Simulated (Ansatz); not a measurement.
`C[N](C)[Zn][F]` and `C[N](C)[Zn][Br]` differ in one element.

Ansatz, PBE0-D4/def2-TZVP geometries, multiplicity 1. Each molecule was computed in one conformer, which needn't be the lowest.

Scalar relativity is left out up to krypton. Spin–orbit coupling is left out; it splits and shifts lone-pair levels of the heavy atoms by tenths of an eV.

| property | `C[N](C)[Zn][F]` |
| --- | --- |
| HOMO energy (PBE0/def2-TZVPP) / eV | -6.11 |
| HOMO energy (PBE/def2-TZVPP) / eV | -4.87 |
| LUMO energy (PBE/def2-TZVPP) / eV | -1.84 |
| HOMO–LUMO gap (B3LYP/def2-TZVPP) / eV | 4.68 |
| HOMO energy (ωB97M-V/def2-TZVPP) / eV | -8.41 |
| LUMO energy (ωB97M-V/def2-TZVPP) / eV | 0.74 |

(1) What does the change do to each property? (Estimate.)

## Answers

(1) Computed: 
| property | `C[N](C)[Zn][Br]` | shift |
| --- | --- | --- |
| HOMO energy (PBE0/def2-TZVPP) / eV | -6.05 | 0.06 |
| HOMO energy (PBE/def2-TZVPP) / eV | -4.83 | 0.04 |
| LUMO energy (PBE/def2-TZVPP) / eV | -1.80 | 0.04 |
| HOMO–LUMO gap (B3LYP/def2-TZVPP) / eV | 4.64 | -0.04 |
| HOMO energy (ωB97M-V/def2-TZVPP) / eV | -8.34 | 0.07 |
| LUMO energy (ωB97M-V/def2-TZVPP) / eV | 0.74 | 0.00 |

Positive LUMOs are unbound, so they and the gaps depend on the basis.

B3LYP here is the variant with VWN-RPA as its local correlation; programs differ in this.
